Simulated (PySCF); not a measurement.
A PySCF script (with the pyscf-properties extension) for the spin–spin couplings of `[O]=[Mn](=[O])(=[O])[Br]`, BrMnO$_{3}$, on a PBE0-D3(BJ)/def2-SVP geometry:

```python
import basis_set_exchange as bse
import numpy as np
from pyscf import gto, dft
from pyscf.data import nist
from pyscf.prop import ssc

atoms = """
Mn    0.075953    0.144115    0.076682
O    -0.035291   -0.037100    1.595499
O     1.537010    0.164365   -0.388049
O    -0.687046    1.385932   -0.402018
Br   -0.890626   -1.657312   -0.882125
"""
names = {"Mn": "pcSseg-1", "O": "pcJ-1", "Br": "pcSseg-1"}
basis = {el: gto.basis.parse(bse.get_basis(n, elements=[el], fmt="nwchem")) for el, n in names.items()}
mol = gto.M(atom=atoms, basis=basis, charge=0, verbose=0)
mf = dft.RKS(mol, xc="PBE")
mf.grids.level = 2
mf.grids.alignment = dft.numint.BLKSIZE   # the property module wants whole blocks of grid points
mf.conv_tol = 1e-9
mf.kernel()

sc = ssc.RKS(mf)
sc.with_fcsd = True   # Fermi contact and spin-dipole together
sc.max_cycle_cphf = 60
g = {"O": -0.757516}   # nuclear g factors of 17O
sc.nuc_pair = [(i, j) for i in range(mol.natm) for j in range(i + 1, mol.natm)
               if mol.atom_pure_symbol(i) in g and mol.atom_pure_symbol(j) in g]
K = sc.kernel()
unit = nist.HARTREE2J / nist.PLANCK * (0.5 * nist.E_MASS / nist.PROTON_MASS) ** 2
for (i, j), k in zip(sc.nuc_pair, K):
    a, b = mol.atom_pure_symbol(i), mol.atom_pure_symbol(j)
    J = unit * g[a] * g[b] * np.trace(k) / 3
    if abs(J) >= 1:
        print("%s%d %s%d %8.1f Hz" % (a, i, b, j, J))
```

Q: What does it print?

A: 
```
O1 O2     -2.6 Hz
O1 O3     -2.8 Hz
O2 O3     -2.7 Hz
```

These numbers come from an equivalent density-fitted implementation of the same equations, which agrees with the script to about 0.1 Hz, so last digits may differ.

Size and cost of the density-fitted run: 167 basis functions, 110 s wall time on 1 thread of an x86-64 server CPU, shared host.
